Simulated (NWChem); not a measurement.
The numbers come from NWChem runs, not from measurements. System: H₄F₂Ga₂, charge 0, spin multiplicity 1, at a geometry optimised with PBE0/def2-SVP. The structure started from a generated list of species. Level: MP2/def2-TZVP, 20 core orbitals frozen.

The NWChem input:

```
start mol
memory heap 200 mb stack 900 mb global 1100 mb
geometry units angstroms nocenter noautoz
  Ga     0.000000     0.000000    -1.502801
  Ga     0.000000     0.000000     1.502801
  F     -1.234547     0.000000     0.000000
  H      0.000000     1.436367    -2.098836
  H      0.000000    -1.436367    -2.098836
  F      1.234547     0.000000     0.000000
  H      0.000000     1.436367     2.098836
  H      0.000000    -1.436367     2.098836
  symmetry group D2h
end
basis spherical
  * library def2-tzvp
end
scf
  rhf
  nopen 0
  maxiter 100
  thresh 1e-7
  semidirect memsize 60000000 filesize 0
end
mp2
  freeze core 20
end
task mp2 energy
```

NWChem printed:

```
             Northwest Computational Chemistry Package (NWChem) 7.3.0
             --------------------------------------------------------

                                NWChem Input Module
                                -------------------

 Scaling coordinates for geometry "geometry" by  1.889725989
 (inverse scale =  0.529177249)

 Turning off AUTOSYM since
 SYMMETRY directive was detected!

                             Geometry "geometry" -> ""
                             -------------------------

 Output coordinates in angstroms (scale by  1.889725989 to convert to a.u.)

  No.       Tag          Charge          X              Y              Z
 ---- ---------------- ---------- -------------- -------------- --------------
    1 Ga                  31.0000     0.00000000     0.00000000    -1.50280100
    2 Ga                  31.0000     0.00000000     0.00000000     1.50280100
    3 F                    9.0000    -1.23454700     0.00000000     0.00000000
    4 H                    1.0000     0.00000000     1.43636700    -2.09883600
    5 H                    1.0000     0.00000000    -1.43636700    -2.09883600
    6 F                    9.0000     1.23454700     0.00000000     0.00000000
    7 H                    1.0000     0.00000000     1.43636700     2.09883600
    8 H                    1.0000     0.00000000    -1.43636700     2.09883600

 Effective nuclear repulsion energy (a.u.)     563.6314543318

            Nuclear Dipole moment (a.u.)
            ----------------------------
        X                 Y               Z
 ---------------- ---------------- ----------------
     0.0000000000     0.0000000000     0.0000000000

      Symmetry information
      --------------------

 Group name             D2h
 Group number             26
 Group order               8
 No. of unique centers     3

      Symmetry unique atoms

     1    3    4


 Summary of "ao basis" -> "" (spherical)
 ------------------------------------------------------------------------------
       Tag                 Description            Shells   Functions and Types
 ---------------- ------------------------------  ------  ---------------------
[...]
  Active beta occupied  =     22
  Active alpha virtual  =    140
  Active beta virtual   =    140
  Use MO symmetry       = T
  Use skeleton AO sym   = T

  AO/Fock/Back tols     =   1.0D-09  1.0D-09  1.0D-09

 GA uses MA = F    GA memory limited = T

 Available:
  local mem=  1.26D+08
 global mem=  1.44D+08
 local disk=  0.00D+00
  mp2_memr nvloc                   140
  nvloc new                   140
   1 passes of  22:        5242880                     221511                 165817915.
   1 passes of  22: M    126144161           G      144112952           F     120901281.
  mp2_memr nvloc                   140
  nvloc new                   140
   2 passes of  11:        5242880                     144542                  82937271.
   2 passes of  11: M    126144161           G      144112952           F     120901281.

 Semi-direct pass number   1 of   2  for RHF alpha+beta  at        4.5s
  vrange nnbf                 15829
  mp2_eaftype                   316  avail_ma_in_mb                  1099
 EAF : mp2_eaftype filesize         316   41468636.
  mp2_eaf for mointskh                    316
Node 0 wrote    195.0 Mb in      0.0 s     Agg I/O rate:  6877.3 Mb/s
 Done moints_semi at       18.4s
  mp2_eaftype                   316  avail_ma_in_mb                   783
 EAF : mp2_eaftype filesize         316   41468636.
  mp2_eaf for kh                   316
 Done maket at       18.8s
 Semi-direct pass number   2 of   2  for RHF alpha+beta  at       18.8s
  vrange nnbf                 15829
  mp2_eaftype                   316  avail_ma_in_mb                   783
 EAF : mp2_eaftype filesize         316   41468636.
  mp2_eaf for mointskh                    316
Node 0 wrote    195.0 Mb in      0.0 s     Agg I/O rate:  6437.7 Mb/s
 Done moints_semi at       32.6s
  mp2_eaftype                   316  avail_ma_in_mb                   783
 EAF : mp2_eaftype filesize         316   41468636.
  mp2_eaf for kh                   316
 Done maket at       33.1s
 Done multipass loop at       33.1s

          -------------------------------------------
          SCF energy               -4047.913062496473
          Correlation energy          -0.965028610696
          Singlet pairs               -0.567236200063
          Triplet pairs               -0.397792410633
          Total MP2 energy         -4048.878091107169
          -------------------------------------------

          ---------------------------------------------------
                    Spin Component Scaled (SCS) MP2
          Same spin pairs                     -0.265194940422
          Same spin scaling factor             0.333333333333
          Opposite spin pairs                 -0.699833670274
          Opposite spin scaling fact.          1.200000000000
          SCS-MP2 correlation energy          -0.928198717803
          Total SCS-MP2 energy             -4048.841261214275
          ---------------------------------------------------

 -----------------------
 Performance information
 -----------------------

 Timer overhead =  1.37D-07 seconds/call

               Nr. of calls         CPU time (s)                 Wall time (s)                GFlops
             ---------------    -------------------     ------------------------------   -------------------
Name         Min   Avg   Max    Min     Avg     Max     Min     Avg     Max   Mx/calls   Min     Max     Sum
mp2: moin     2     2     2    28.     28.     28.      28.     28.     28.     14.      0.0     0.0     0.0
mp2: make     2     2     2   0.81    0.81    0.81     0.81    0.81    0.81    0.41      0.0     0.0     0.0
mp2: tota     1     1     1    29.     29.     29.      29.     29.     29.     29.      0.0     0.0     0.0

 The average no. of pstat calls per process was 5.00D+00
 with a timing overhead of 6.84D-07s

 Task  times  cpu:       33.0s     wall:       33.0s

 Total times  cpu:       33.1s     wall:       33.1s
```
